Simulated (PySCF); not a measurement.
These 2 structures share the formula C6H11NSi2. Level of theory: PySCF, PBE0-D3(BJ)/def2-SVP geometry optimisation, gas phase. Energies are electronic, without zero-point or thermal terms, for one conformer each. No frequencies were run at this level. Point groups hold within 0.08 Å.

**Question.** Rank from lowest to highest electronic energy at this level (kJ/mol).
A. `[NH2:1][SiH2:2][c:3]1[cH:4][cH:5][c:6]([SiH3:7])[cH:8][cH:9]1` with H–N1–Si2–C3 -156° and 62°, N1–Si2–C3–C4 -153°
B. `[NH2:1][Si@@H:2]([SiH3:3])[c:4]1[cH:5][cH:6][cH:7][cH:8][cH:9]1` with H–N1–Si2–Si3 43° and -177°, N1–Si2–C4–C5 -31°

**Answer.** B (0.0), A (15.4).

As drawn, the lower has an Si–Si bond, which the higher lacks.

```json
{"SMILES": "N[Si@@H]([SiH3])c1ccccc1", "E (Eh)": "-868.06210", "E rel (kJ/mol)": "0.0", "dipole (D)": "1.48", "point group": "C1", "A, B, C (MHz)": "2099, 659.2, 610.0"}
{"SMILES": "N[SiH2]c1ccc([SiH3])cc1", "E (Eh)": "-868.05625", "E rel (kJ/mol)": "15.4", "dipole (D)": "1.73", "point group": "C1", "A, B, C (MHz)": "3838, 505.6, 456.3"}
```

**Question.** How do the relative energies change in single points at PBE0/pcSseg-1 (no added dispersion term) on the same geometries?

**Answer.** 
```
                  SMILES  PBE0-D3(BJ)/def2-SVP (kJ/mol)  PBE0/pcSseg-1 (kJ/mol)  shift
N[Si@@H]([SiH3])c1ccccc1                            0.0                     0.0    0.0
 N[SiH2]c1ccc([SiH3])cc1                           15.4                    15.8   +0.4
```

Each column counts from its own lowest isomer. The order is unchanged; the largest shift is 0.4 kJ/mol.
